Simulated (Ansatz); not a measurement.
Si₇⁻. The state is a doublet with charge -1. Geometry PBE-D4/def2-SVPD; atoms count from 1.

```xyz
7

Si   -0.667   -0.854    0.374
Si   -1.253   -2.326   -1.293
Si    0.917    0.768    1.350
Si    0.513    0.979   -1.070
Si   -1.316   -0.075   -1.983
Si   -0.234   -0.756    2.625
Si    2.039    2.265   -0.003
```

The structure comes from a short search, and lower isomers may exist.

Estimate the Mulliken populations from the PBE0/def2-TZVPD orbitals of Ansatz.


```csv
atom,charge (e),spin (α − β)
Si1,0.29,-0.09
Si2,-0.32,0.35
Si3,0.12,0.05
Si4,0.13,0.06
Si5,-0.36,0.26
Si6,-0.44,0.33
Si7,-0.42,0.03
```
Mulliken values and Mayer orders depend strongly on the basis. With diffuse functions, as here, like atoms can get unlike values, and bond orders can come out too low or too high.

Where does the spin sit?

Summed by element: Si 1.00, of 1 unpaired in all. Largest on single atoms: Si2 0.35, Si6 0.33, Si5 0.26.

And the Mayer bond orders between bonded heavy atoms (over 0.3)?

Si1–Si2 0.85 (2.30 Å); Si1–Si3 0.60 (2.47 Å); Si1–Si4 0.45 (2.61 Å); Si1–Si5 0.54 (2.57 Å); Si1–Si6 0.93 (2.29 Å); Si2–Si5 1.15 (2.36 Å); Si3–Si4 0.65 (2.46 Å); Si3–Si6 1.07 (2.30 Å); Si3–Si7 0.98 (2.31 Å); Si4–Si5 0.97 (2.30 Å); Si4–Si7 1.16 (2.26 Å).
